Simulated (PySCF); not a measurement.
2H-1,3-oxazine (C4H5NO), SMILES C1OC=CC=N1. Heavy atoms are numbered as in [CH:1]1=[CH:2][O:3][CH2:4][N:5]=[CH:6]1. Hydrogens are named by the atom that carries them.

The structure is a stationary point at B3LYP-D3(BJ)/def2-SVP. A frequency run showed that this geometry is not a minimum. One conformer was computed; it need not be the lowest.

Computed with PBE/def2-TZVP (PySCF).

ESP charges are fitted to the potential on shells at 1.4 to 2.0 van der Waals radii. Atomic charges (e), one atom of each kind:

| atom | Löwdin | ESP fit | meta-Löwdin | Mulliken |
|---|---|---|---|---|
| C1 (CH) | -0.23 | -0.96 | -0.27 | -0.17 |
| C2 (CH) | -0.25 | 0.55 | 0.12 | 0.02 |
| O3 | 0.26 | -0.56 | -0.30 | -0.19 |
| C4 (CH2) | -0.32 | 0.86 | 0.05 | 0.02 |
| N5 | 0.10 | -0.87 | -0.26 | -0.16 |
| C6 (CH) | -0.24 | 0.80 | 0.02 | -0.09 |
| H on C1 | 0.15 | 0.27 | 0.13 | 0.12 |
| H on C2 | 0.14 | 0.06 | 0.13 | 0.13 |
| H on C4 | 0.13 | -0.06 | 0.13 | 0.11 |
| H on C6 | 0.14 | -0.03 | 0.12 | 0.11 |

Computed Mayer and Wiberg (Löwdin basis) orders of the bonds:
```csv
bond,Mayer,Wiberg
C1–C2,1.70,1.89
C2–O3,1.24,1.75
O3–C4,0.90,1.31
C4–N5,1.11,1.45
C1–C6,1.10,1.34
N5–C6,1.91,2.17
```
